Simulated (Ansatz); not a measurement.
The inner images of a band of ClH + FGe2H5 (10 atoms, charge 0, multiplicity 1) are given out of order.

The calculation used RKS PBE-D4/def2-SVP (Ansatz 0.2.0).

First end point:

```xyz
10
Properties=species:S:1:pos:R:3
Ge -0.135 -0.247 -0.080
H -0.188 -0.500 1.453
H 1.300 -0.436 -0.640
Ge -1.217 1.834 -0.764
H -2.539 1.521 -1.511
H -1.560 2.695 0.484
H -0.294 2.667 -1.689
F -1.098 -1.551 -0.799
Cl 1.759 2.241 1.351
H 0.721 2.604 2.042
```

Last end point:

```xyz
10
Properties=species:S:1:pos:R:3
Ge 0.801 0.389 -0.514
H -1.439 0.248 2.081
H 1.040 -0.674 -1.622
Ge -0.928 2.091 -0.770
H -2.316 1.419 -0.893
H -0.872 3.014 0.467
H -0.611 2.894 -2.055
F 0.452 -0.541 0.951
Cl 2.697 1.397 -0.144
H -2.075 0.591 2.347
```

Question: Put them in order from the first end to the last, with their energies above the first end.
A.
```xyz
10
Properties=species:S:1:pos:R:3
Ge 0.260 0.380 -0.332
H -0.112 -0.045 2.278
H 1.327 -0.526 -0.982
Ge -1.276 2.099 -1.065
H -2.453 1.561 -1.908
H -1.778 2.736 0.254
H -0.395 3.106 -1.834
F -0.799 -0.865 0.383
Cl 1.600 1.831 0.753
H 0.374 0.550 2.301
```
B.
```xyz
10
Properties=species:S:1:pos:R:3
Ge -0.115 -0.028 0.004
H 0.005 0.011 1.580
H 1.266 -0.419 -0.592
Ge -1.263 1.950 -0.865
H -2.370 1.480 -1.843
H -1.914 2.693 0.328
H -0.284 2.899 -1.598
F -1.174 -1.422 -0.238
Cl 1.639 2.345 1.293
H 0.959 1.319 1.779
```
C.
```xyz
10
Properties=species:S:1:pos:R:3
Ge -0.160 -0.161 -0.057
H -0.075 -0.267 1.495
H 1.224 -0.437 -0.704
Ge -1.265 1.871 -0.844
H -2.425 1.478 -1.795
H -1.848 2.657 0.359
H -0.271 2.782 -1.606
F -1.191 -1.519 -0.541
Cl 1.722 2.434 1.265
H 1.038 1.989 2.274
```
D.
```xyz
10
Properties=species:S:1:pos:R:3
Ge 0.378 0.419 -0.499
H -0.387 -0.015 2.640
H 1.216 -0.449 -1.473
Ge -1.205 2.135 -1.184
H -2.400 1.528 -1.957
H -1.692 2.816 0.116
H -0.435 3.152 -2.061
F -0.514 -0.764 0.467
Cl 1.816 1.466 0.769
H -0.027 0.540 3.029
```
E.
```xyz
10
Properties=species:S:1:pos:R:3
Ge 0.713 0.392 -0.590
H -1.154 0.261 2.409
H 1.136 -0.564 -1.739
Ge -1.006 2.083 -0.945
H -2.321 1.397 -1.390
H -1.209 2.845 0.383
H -0.512 3.047 -2.052
F 0.169 -0.670 0.715
Cl 2.512 1.376 0.145
H -1.579 0.660 2.912
```
F.
```xyz
10
Properties=species:S:1:pos:R:3
Ge 0.074 0.211 -0.069
H 0.045 0.076 1.769
H 1.346 -0.525 -0.541
Ge -1.261 2.058 -0.914
H -2.401 1.526 -1.821
H -1.841 2.754 0.336
H -0.292 2.981 -1.682
F -1.080 -1.142 0.117
Cl 1.562 2.097 0.946
H 0.597 0.793 1.706
```
G.
```xyz
10
Properties=species:S:1:pos:R:3
Ge 0.561 0.406 -0.599
H -0.734 0.193 2.668
H 1.158 -0.502 -1.709
Ge -1.101 2.108 -1.126
H -2.327 1.445 -1.799
H -1.511 2.792 0.198
H -0.459 3.136 -2.089
F -0.172 -0.709 0.563
Cl 2.223 1.354 0.440
H -0.890 0.604 3.300
```

Answer: C (+0.2 kcal/mol), B (+1.7 kcal/mol), F (+23.3 kcal/mol), A (0.0 kcal/mol), D (-12.0 kcal/mol), G (-13.4 kcal/mol), E (-13.7 kcal/mol).

Run time: 97 s on 4 threads of AMD EPYC 9R45 96-Core Processor (Zen 5) (shared host), peak memory 0.23 GiB.
